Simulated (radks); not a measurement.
All-electron atom: Tl30+ in [Kr] 4d10 4f5. Method: scalar-relativistic Kohn-Sham, PBEsol, spin-polarised, spherical densities, finite nucleus; open shells are filled with parallel spins first (spin-orbit coupling, left out, can overturn this in heavy ions); Fermi nuclear charge, rms radius 5.4759 fm; computed with a radial shooting solver on a logarithmic mesh with Libxc functionals. Some entries of the table are withheld. Estimate them.

| orbital | occ. | eigenvalue (hartree) | <r> (bohr) | <1/r> (bohr^-1) |
|---|---|---|---|---|
| 1s down | 1 | -3182.381 | 0.01633 | 99.35 |
| 1s up | 1 | -3182.381 | 0.01633 | 99.35 |
| 2s up | 1 | -598.2974 | 0.06879 | 23.32 |
| 2s down | 1 | -598.2875 | 0.06878 | 23.32 |
| 2p up | 3 | -520.2151 | 0.06236 | 20.59 |
| 2p down | 3 | -520.2072 | 0.06236 | 20.59 |
| 3s up | 1 | -172.0180 | 0.1773 | 8.667 |
| 3s down | 1 | -171.7877 | 0.1771 | 8.676 |
| 3p up | 3 | -149.5069 | 0.1788 | 7.870 |
| 3p down | 3 | -149.2724 | 0.1786 | 7.880 |
| 3d up | 5 | -126.2051 | 0.1619 | 7.390 |
| 3d down | 5 | -126.0248 | 0.1617 | 7.399 |
| 4s up | 1 | (1) | 0.3764 | 3.903 |
| 4s down | 1 | (2) | 0.3769 | 3.895 |
| 4p up | 3 | -57.69480 | 0.3951 | (3) |
| 4p down | 3 | -57.37645 | 0.3957 | (4) |
| 4d up | 5 | -48.76430 | 0.4025 | 3.285 |
| 4d down | 5 | -48.44851 | 0.4034 | 3.276 |
| 4f up | 5 | -39.30350 | (5) | 3.017 |
| 4f down | 0 | -38.94606 | (6) | 3.009 |

Answer. 
(1) 4s up eigenvalue (hartree): -65.48324
(2) 4s down eigenvalue (hartree): -65.14756
(3) 4p up <1/r> (bohr^-1): 3.565
(4) 4p down <1/r> (bohr^-1): 3.557
(5) 4f up <r> (bohr): 0.3867
(6) 4f down <r> (bohr): 0.3881
